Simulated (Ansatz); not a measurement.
C2H7AlBF can be A, `[CH3][AlH][B](C)F`, or B, `CB(F)[CH2][AlH2]`.

Calculated with Ansatz (gas phase, PBE0-D4/def2-TZVP geometries, no zero-point term in ΔE). CCSD(T)/CBS adds triple-zeta CCSD(T) − MP2 to the extrapolated MP2 energy (def2 sets, frozen cores). Functionals use def2-TZVPP. B3LYP here is the variant with VWN-RPA as its local correlation; programs differ in this. One conformer a species, not always the lowest.

(1) Which isomer does CCSD(T)/CBS put lower? Give the gap. (Estimate.)

(2) Give E(B) − E(A) in kJ/mol with HF/def2-TZVPP, PBE0-D4, CCSD(T)/def2-TZVPP, MP2/def2-TZVPP, B3LYP, CCSD/def2-TZVPP, B3LYP-D4. (Estimate.)

Largest T1 diagnostic: 0.012.

Answers

(1) Computed: B, by 77.9 kJ/mol.

(2) The calculation gave: HF/def2-TZVPP -80.3, PBE0-D4 -75.3, CCSD(T)/def2-TZVPP -78.9, MP2/def2-TZVPP -86.1, B3LYP -72.4, CCSD/def2-TZVPP -78.9, B3LYP-D4 -76.5. None reverses the order clearly.

The D4 term adds −4.1 kJ/mol with B3LYP and −2.1 kJ/mol with PBE0; it sums over pairs of atoms, weighted by their polarisabilities, and B3LYP, whose exchange is more repulsive, gets the larger term. From PBE to PBE0 (25 % exact exchange), in def2-TZVPP and without D4, E(B) − E(A) moves by −5.4 kJ/mol.
